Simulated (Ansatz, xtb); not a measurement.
**C2H7BSi: 3 structures ranked**

3 gas-phase structures of C2H7BSi, from a drawn sample of its isomers (lower ones may exist). Each was relaxed with GFN2-xTB:

A. `B/C=C\[SiH3]`, a singlet
B. `BC(=C)[SiH3]`, a singlet
C. `B/C=C/[SiH3]`, a singlet

Problem. Make a reasoned guess at their ranking by r2SCAN-D4/def2-SVP single-point energy.

Solution. Calculated order at r2SCAN-D4/def2-SVP: C (0.0), A (0.5), B (2.2) kcal/mol. Less than 1 kcal/mol parts C and A, so the order within that pair means little.

Energies above the lowest of each column, in kcal/mol; the last columns are at PBE0-D3(BJ)/def2-SVP geometries:

```csv
structure,GFN2-xTB,HF/STO-3G,r2SCAN-D4/def2-SVP,PBE0-D3(BJ)/def2-SVP,CCSD(T)/def2-SVP + ΔMP2/def2-TZVPP
C,0.2,0.0,0.0,0.4,0.6
A,0.7,1.0,0.5,1.9,2.4
B,0.0,5.4,2.2,0.0,0.0
```

CCSD(T)/def2-SVP + ΔMP2/def2-TZVPP has B and C within 1 kcal/mol of each other at the bottom, and every level picks one of them. CCSD(T)/def2-SVP + ΔMP2/def2-TZVPP orders those it was run on as B (0.0), C (0.6), A (2.4) kcal/mol. Less than 1 kcal/mol parts B and C, so the order within that pair means little. Flexible structures stand in one conformer each, not always the lowest. ΔMP2 is the change of the MP2 energy from the smaller to the larger basis.

Programs: Ansatz 0.2.0, xtb 6.7.1.
